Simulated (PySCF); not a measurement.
Isomers of C8H14, from PBE0-D3(BJ)/def2-SVP geometry optimisation, gas phase in PySCF 2.14.0. One conformer each, no zero-point energy, no frequencies.

Task: Which is lower in electronic energy at this level?
A. `[CH:1]#[C:2][CH2:3][C:4]([CH3:5])([CH3:6])[CH2:7][CH3:8]` with C2–C3–C4–C5 64°, C3–C4–C7–C8 -57°: A = 2464, B = 1606, C = 1277 MHz, dipole 0.63 D
B. `[CH2:1]=[CH:2][CH:3]1[CH2:4][CH2:5][CH2:6][CH2:7][CH2:8]1` with C1–C2–C3–C4 -118°, C2–C3–C4–C5 -178°, C3–C4–C5–C6 55°, C4–C5–C6–C7 -55°, C5–C6–C7–C8 55°: A = 4080, B = 1323, C = 1095 MHz, dipole 0.44 D

Result: B. That is `C=CC1CCCCC1`, 37.7 kcal/mol below the other.

```json
{"SMILES": "C=CC1CCCCC1", "mapped SMILES": "[CH2:1]=[CH:2][CH:3]1[CH2:4][CH2:5][CH2:6][CH2:7][CH2:8]1", "E (Eh)": "-312.68485", "relative (kcal/mol)": "0.0", "relative (kJ/mol)": "0.0", "dipole (D)": "0.44"}
{"SMILES": "C#CCC(C)(C)CC", "mapped SMILES": "[CH:1]#[C:2][CH2:3][C:4]([CH3:5])([CH3:6])[CH2:7][CH3:8]", "E (Eh)": "-312.62484", "relative (kcal/mol)": "37.7", "relative (kJ/mol)": "157.5", "dipole (D)": "0.63"}
```

As drawn, the lower has a C=C bond outside aromatic rings, which the higher lacks; the higher has a C≡C bond and a quaternary carbon, which the lower lacks.
